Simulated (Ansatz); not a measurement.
Geometry optimisation, RHF/def2-SVP (Ansatz 0.2.0).

The input (input.yaml):

```yaml
crystal:
  periodic: [false, false, false]
  atoms:
    - { symbol: Ge, position_ang: [0.0, 0.0, 0.0] }
    - { symbol: Ge, position_ang: [0.0, 0.0, 2.75] }
    - { symbol: H, position_ang: [-1.3958, -0.4318, 3.2674] }
    - { symbol: H, position_ang: [1.0719, -0.9929, 3.2674] }
    - { symbol: H, position_ang: [0.324, 1.4247, 3.2674] }
    - { symbol: H, position_ang: [1.4616, 0.0, -0.5162] }
    - { symbol: Cl, position_ang: [-1.0456, 1.8115, -0.7393] }
    - { symbol: Cl, position_ang: [-1.0456, -1.8115, -0.7393] }
    - { symbol: O, position_ang: [-1.9644, 0.0063, 0.6527] }
    - { symbol: H, position_ang: [-2.5113, -0.6223, 0.0819] }
    - { symbol: H, position_ang: [-1.4712, 0.0047, 1.8309] }
basis:
  gaussian: { orbitals: def2-SVP }
hamiltonian:
  xc: hf
relax:
  f_tol: 0.15
  max_steps: 25
  restrain:
    - { distance: [0, 8], at: 2.97, k: 30.0 }
    - { distance: [10, 1], at: 2.75, k: 30.0 }
    - { distance: [0, 1], at: 2.4, k: 30.0 }
    - { distance: [10, 8], at: 1.01, k: 30.0 }
output:
  orbitals: {}
```

Command:

```bash
$ ansatz run input.yaml --threads 4 --pin off --max-ram 5120MiB --backend cpu --events-out ev --progress --plain --runs-dir out
```

Q: Where does it end, and by what steps?

A: The forces met the threshold. The restraints hold the end off the free minimum; the threshold counts their pulls, which the force column leaves out. Restrained pairs: Ge1–O9 (2.07 → 2.98 Å), Ge2–H11 (1.73 → 2.76 Å), Ge1–Ge2 (2.75 → 2.41 Å), O9–H11 (1.28 → 0.97 Å). After 17 steps the energy has fallen by 5.544 eV (the restraints' own energy left out); H11 moved furthest, 1.17 Å.

```json
{"step": "0", "energy less start (eV)": "0.0000", "largest force component (eV/Å)": "5.196", "accepted": "yes"}
{"step": "1", "energy less start (eV)": "-1.8050", "largest force component (eV/Å)": "4.861", "accepted": "yes"}
{"step": "2", "energy less start (eV)": "-2.7187", "largest force component (eV/Å)": "4.226", "accepted": "yes"}
{"step": "3", "energy less start (eV)": "-3.3915", "largest force component (eV/Å)": "3.772", "accepted": "yes"}
{"step": "4", "energy less start (eV)": "-4.4176", "largest force component (eV/Å)": "2.667", "accepted": "yes"}
{"step": "5", "energy less start (eV)": "-5.1058", "largest force component (eV/Å)": "1.413", "accepted": "yes"}
{"step": "6", "energy less start (eV)": "-5.2732", "largest force component (eV/Å)": "2.210", "accepted": "yes"}
{"step": "7", "energy less start (eV)": "-5.3715", "largest force component (eV/Å)": "1.547", "accepted": "yes"}
{"step": "8", "energy less start (eV)": "-5.4332", "largest force component (eV/Å)": "1.106", "accepted": "yes"}
{"step": "9", "energy less start (eV)": "-5.4524", "largest force component (eV/Å)": "1.041", "accepted": "yes"}
{"step": "10", "energy less start (eV)": "-5.4343", "largest force component (eV/Å)": "1.853", "accepted": "no"}
{"step": "11", "energy less start (eV)": "-5.4726", "largest force component (eV/Å)": "1.075", "accepted": "yes"}
{"step": "12", "energy less start (eV)": "-5.4833", "largest force component (eV/Å)": "1.233", "accepted": "yes"}
{"step": "13", "energy less start (eV)": "-5.5121", "largest force component (eV/Å)": "1.129", "accepted": "yes"}
{"step": "14", "energy less start (eV)": "-5.5192", "largest force component (eV/Å)": "1.110", "accepted": "yes"}
{"step": "15", "energy less start (eV)": "-5.5353", "largest force component (eV/Å)": "1.330", "accepted": "yes"}
{"step": "16", "energy less start (eV)": "-5.5338", "largest force component (eV/Å)": "1.140", "accepted": "no"}
{"step": "17", "energy less start (eV)": "-5.5438", "largest force component (eV/Å)": "1.207", "accepted": "yes"}
```

```xyz
11
Properties=species:S:1:pos:R:3
Ge 0.310 -0.090 0.139
Ge 0.090 -0.006 2.541
H -0.861 -1.115 2.997
H 1.474 -0.306 3.147
H -0.370 1.371 2.998
H 1.721 -0.311 -0.406
Cl -0.387 1.698 -0.870
Cl -0.825 -1.780 -0.662
O -2.432 0.295 1.240
H -2.852 0.233 0.393
H -2.443 -0.601 1.607
```

Run time: 44 s on 4 threads of Arm Neoverse V1, on a shared host, peak memory 0.44 GiB.
